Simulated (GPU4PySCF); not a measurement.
GPU4PySCF input file for Si(Me)(OEt)3 (C7H18O3Si), SMILES O(CC)[Si](OCC)(OCC)C, PBE0/pcSseg-1. Coordinates come from a r2SCAN-D4/def2-TZVP optimisation. The isomer is the one that the SMILES or the coordinates give; other isomers of the formula were not compared. One conformer was computed; it need not be the lowest.

```python
import numpy as np
import cupy as cp
from pyscf import gto, lo
from gpu4pyscf import dft
from gpu4pyscf.properties import shielding

mol = gto.M(
    atom='''
    C    -2.56490388   -2.56099560    1.25591282
    C    -2.28907877   -1.29985144    0.46969175
    O    -0.94196950   -1.33076891    0.00240302
    Si   -0.14917008   -0.06223597   -0.65516898
    C    -0.63824262    0.29552776   -2.40241478
    O    -0.46725888    1.21065152    0.33769088
    C     0.06839859    2.51435637    0.12546277
    C    -0.13810858    3.34301747    1.37282175
    O     1.44367725   -0.42494572   -0.68004878
    C     2.16642115   -0.82935600    0.48476047
    C     3.63257051   -0.94281487    0.13680407
    H    -1.89803391   -2.62492528    2.11819595
    H    -3.59766079   -2.56908062    1.61322611
    H    -2.40543325   -3.44259078    0.63171314
    H    -2.97153311   -1.23010914   -0.38852165
    H    -2.44230263   -0.41139700    1.09333331
    H    -0.06724073    1.13404066   -2.80939564
    H    -0.45375889   -0.57222898   -3.03957047
    H    -1.69955413    0.54848054   -2.47023808
    H     1.13803140    2.44579440   -0.11662742
    H    -0.43505631    2.98290303   -0.73099781
    H     0.25453134    4.35285636    1.23054022
    H    -1.20162668    3.41321017    1.61014828
    H     0.37343747    2.88678759    2.22281525
    H     2.01516734   -0.09505478    1.28734698
    H     1.77384358   -1.79041610    0.83701387
    H     3.77863442   -1.67570556   -0.65922021
    H     4.20800719   -1.25844950    1.01059952
    H     4.02099980    0.01839170   -0.20658990
    ''',
    basis='pcSseg-1',
    charge=0,
    spin=0,
    max_memory=12000,
    verbose=3,
)
mf = dft.RKS(mol, xc='pbe0').density_fit(auxbasis='def2-universal-jkfit')
mf.grids.atom_grid = (99, 590)
mf.conv_tol = 1e-10
mf.max_cycle = 100
mf.kernel()
dia, para = shielding.eval_shielding(mf)
sigma = (dia + para).get()
print('atom   isotropic/ppm   span/ppm')
for i, s in enumerate(sigma):
    w = np.linalg.eigvalsh((s + s.T) / 2)
    print(f'{mol.atom_symbol(i):2s}{i + 1:3d} {w.mean():14.3f} {w[2] - w[0]:11.3f}')
```

Log of the run:

```
converged SCF energy = -792.114401993479
atom   isotropic/ppm   span/ppm
C   1        166.395      36.253
C   2        123.941      73.290
O   3        271.354     101.416
Si  4        392.376      46.978
C   5        194.064       8.875
O   6        270.315     102.211
C   7        124.656      71.551
C   8        166.312      36.037
O   9        270.706      94.709
C  10        124.901      71.213
C  11        166.529      36.095
H  12         30.120       9.010
H  13         30.632      11.371
H  14         30.113       9.551
H  15         27.847      10.816
H  16         27.558      10.502
H  17         31.439      11.018
H  18         31.521      11.887
H  19         31.714      11.326
H  20         27.739      10.023
H  21         27.924      10.797
H  22         30.584      11.391
H  23         30.084       9.371
H  24         30.127       9.095
H  25         27.726      10.065
H  26         27.555      10.810
H  27         30.075       9.677
H  28         30.598      11.370
H  29         30.174       9.362
```

Self-consistency was reached.
